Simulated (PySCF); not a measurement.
# Computed structure and properties of YH3(H2O)

System: YH3(H2O) (singlet); start: displaced along the imaginary mode (C1). Method: PySCF 2.14.0, RKS PBE0, Y def2-SVP with ECP28, H def2-SVP, O def2-SVP; non-relativistic Hamiltonian with scalar-relativistic core potentials where named; density fitting; no spin-orbit coupling.

Input of the relaxation:

```python
mol = gto.M(atom='''
Y      0.20192    -0.23369     0.22804
H      0.83536     1.59409     0.85101
H     -0.78704    -1.41577     1.50274
H      1.17982    -1.08453    -1.31693
O     -1.08477     1.15768    -1.14281
H     -0.76093     2.05782    -0.89214
H     -1.06390     1.09013    -2.12391''',
    basis={'Y': 'def2-SVP', 'H': 'def2-SVP', 'O': 'def2-SVP'},
    ecp={'Y': 'def2-SVP'},
    charge=0, spin=0)
mf = dft.RKS(mol, xc='PBE0')
mf.grids.atom_grid = (50, 194)
mf = mf.density_fit()  # fitting sets: Y def2-universal-JKFIT, H def2-universal-JKFIT, O def2-universal-JKFIT
mf.conv_tol = 1e-08; mf.max_cycle = 55
mf.kernel(dm0)  # dm0: converged density of the start geometry
# quasi-Newton relaxation in Cartesian coordinates to a largest gradient under 0.00045 Eh/bohr, steps kept in the point group
```

Run from Python with OMP_NUM_THREADS=2; the lines above give its settings. Where DIIS fails, smearing, a level shift and second-order steps follow.
It took 27 s on 2 threads of Arm Neoverse V2, with other jobs on the host, from the converged density of the start.

Course of the relaxation:

```
step  energy above end (eV)  largest force component within the symmetry (eV/Å)
   0                 0.0699                                               0.813
   1                 0.0556                                               0.125
   2                 0.0545                                               0.047
   3                 0.0536                                               0.044
   4                 0.0530                                               0.050
   5                 0.0519                                               0.074
   6                 0.0476                                               0.221
   7                 0.0444                                               0.420
  16                 0.0005                                               0.031
  17                 0.0004                                               0.034
  18                 0.0002                                               0.024
  19                 0.0001                                               0.020
  20                 0.0001                                               0.018
  21                 0.0000                                               0.020
```
(The steps between are left out.)

Relaxed geometry (C1):

```xyz
7

Y     0.1443   -0.3096    0.0532
H     0.5512    1.6882    0.4147
H    -0.7567   -1.3466    1.4887
H     1.4520   -1.2991   -1.0694
O    -1.1351    1.1557   -1.1409
H    -0.5239    1.7826   -0.5995
H    -1.2112    1.4946   -2.0408
```

| contact | Å |
| --- | --- |
| Y1–H2 (H) | 2.071 |
| Y1–H3 (H) | 1.987 |
| Y1–H4 (H) | 1.987 |
| Y1–O5 (H2O) | 2.283 |

Short contacts between ligands at the end: H2···H6 1.48 Å.

On the finer grid (75, 302):

```yaml
HOMO: -6.66 eV
LUMO: -1.10 eV
Dipole_about_the_centre_of_mass: 4.06 D
Set_of_Mulliken_populations_of_Y1_outside_the_core_potential: s 2.62, p 6.36, d 1.13, f 0.06
D3_BJ_dispersion_energy_not_in_the_energies: -0.077 eV
```

| atom | Mulliken (e) | Löwdin (e) | spin (e) |
| --- | --- | --- | --- |
| Y1 | 0.83 | 0.40 | 0.00 |
| H2 | -0.36 | -0.20 | 0.00 |
| H3 | -0.30 | -0.22 | 0.00 |
| H4 | -0.31 | -0.22 | 0.00 |
| O5 | -0.31 | 0.01 | 0.00 |
| H6 | 0.22 | 0.09 | 0.00 |
| H7 | 0.22 | 0.13 | 0.00 |

On the grid (50, 194), as all that follows. Harmonic modes: a minimum; lowest 180 cm⁻¹ (negative: unstable), highest 3902 cm⁻¹, zero-point energy 1.040 eV.

Taking off one H (charge -1, singlet; the rest: singlet) in vacuum, both parts rigid, costs 10.12 eV; the small basis without counterpoise inflates it. Most of it is the attraction of opposite charges; other ways to part are cheaper, and one spin state was tried for the rest.

Rigid scan of H along the line from its metal:

(distance to H2 (Å), energy (eV)): (1.77, 0.383), (1.87, 0.152), (1.97, 0.034), (2.07, 0.000), (2.17, 0.030), (2.27, 0.107), (2.47, 0.362), (2.77, 0.885), (3.17, 1.652), (3.67, 2.540)

Taking off one H2O (charge 0, singlet; the rest: singlet) in vacuum, both parts rigid, costs 1.66 eV; the small basis without counterpoise inflates it.

Rigid scan of H2O along the line from its metal:

```csv
distance to O5 (Å),energy (eV)
1.98,0.549
2.08,0.204
2.18,0.043
2.28,0.000
2.38,0.031
2.48,0.106
2.68,0.314
2.98,0.638
3.38,0.970
3.88,1.230
```

One start shape was tried, so this needn't be the lowest isomer.
